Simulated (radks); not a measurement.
Effect of the nuclear size on the strontium ion Sr2+, [Kr]. Method: Dirac Kohn-Sham, exchange-only LDA, spin-unpolarised, spherical densities, finite nucleus; Fermi nuclear charge, rms radius 4.224 fm; computed with a radial shooting solver on a logarithmic mesh with Libxc functionals. The rms radius is varied about that value; shifts are against it.

rms radius (fm)  total energy shift (eV)  density at nucleus (e/bohr^3)  1s1/2 shift (meV)  2s1/2 shift (meV)  3p1/2 shift (meV)  4s1/2 shift (meV)
3.4552                            -0.274                      6.178e+04               -116              -12.0              0.179             -0.269
3.8185                            -0.151                      6.123e+04              -64.0              -6.60              0.099             -0.148
4.224                                  0                      6.069e+04              0.000              0.000              0.000              0.000
4.5239                             0.121                      6.032e+04               51.1               5.27             -0.079              0.118
4.7436                             0.214                      6.007e+04               90.6               9.35             -0.140              0.209

Slopes of the eigenvalues against <r^2> in GHz/fm^2, as finite differences over the two radii next to the reference (eigenvalue slopes, not the field-shift constants of lines): 1s1/2 4730, 2s1/2 488, 3p1/2 -7.29, 4s1/2 10.9.
